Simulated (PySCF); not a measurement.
# GaH3, singlet: structure and spectrum

These are results of PBE0 in PySCF with Ga def2-TZVP, H def2-TZVP; no relativity; density-fitted integrals, not measurements.

The structure is a minimum.

```xyz
4
charge 0 multiplicity 1, angstrom
Ga    0.0000    0.0000    0.0000
H     1.5685    0.0000    0.0000
H    -0.7842    1.3583    0.0000
H    -0.7842   -1.3583    0.0000
```

- Point group: D3h
- Bond lengths: Ga–H 1.568 Å (×3)
- Bond angles: H–Ga–H 120.0° (×3)
- Heat capacity Cp at 298.15 K: 42.7 J/(mol K)
- Entropy at 298.15 K and 1 bar: 218.3 J/(mol K)
- Principal polarisabilities: 23.4, 34.3, 34.3 bohr³
- Dipole moment: 0.00 D
- Zero-point energy: 48.9 kJ/mol
- Rotational symmetry number: 6
- Principal quadrupole moments (Buckingham, traceless) about the centre of mass: -2.75, -2.75, 5.50 D Å
- Atomisation energy without zero-point energy: 801 kJ/mol
- Lowest empty level: -1.82 eV
- Highest occupied level: -8.59 eV
- Enthalpy at 298.15 K above 0 K: 10.67 kJ/mol
- Rotational constants: 4.533, 4.533, 2.266 cm⁻¹

Harmonic modes (masses in u: Ga 68.926, H 1.008):
```json
{"symmetry": "a2''", "ω (cm⁻¹)": "724", "IR (km/mol, summed over degenerate members)": "176", "μ (u)": "1.05", "type": "bend"}
{"symmetry": "e'", "ω (cm⁻¹)": "760", "IR (km/mol, summed over degenerate members)": "299", "μ (u)": "1.03", "type": "bend"}
{"symmetry": "a1'", "ω (cm⁻¹)": "1977", "IR (km/mol, summed over degenerate members)": "0.0", "μ (u)": "1.01", "type": "stretch"}
{"symmetry": "e'", "ω (cm⁻¹)": "1979", "IR (km/mol, summed over degenerate members)": "500", "μ (u)": "1.03", "type": "stretch"}
```

In D3h the vibrations span a2'' + 2e' + a1'. The a1' mode carries no infrared intensity, as symmetry demands.

Charges (e):
| atom | Mulliken | Löwdin | polar tensor | Mayer order to Ga1 |
| --- | --- | --- | --- | --- |
| Ga1 | 0.24 | 0.32 | 0.96 | – |
| H2,3,4 | -0.08 | -0.11 | -0.32 | 0.94 |

Mulliken populations on Ga1: s 7.27, p 13.41, d 10.06, f 0.01.

Outer orbital energies (eV). occupied: -23.43, -23.27, -23.27, -23.09, -23.09, -12.74, -8.59, -8.59; empty: -1.82, 1.21, 2.03, 2.03.

Counting electrons, gallium keeps none of its valence electrons outside its bonds, so the VSEPR class is AX3 and the expected shape is trigonal planar (D3h), as computed.

The final relaxation and frequency run took about 16 core-seconds on a shared host.
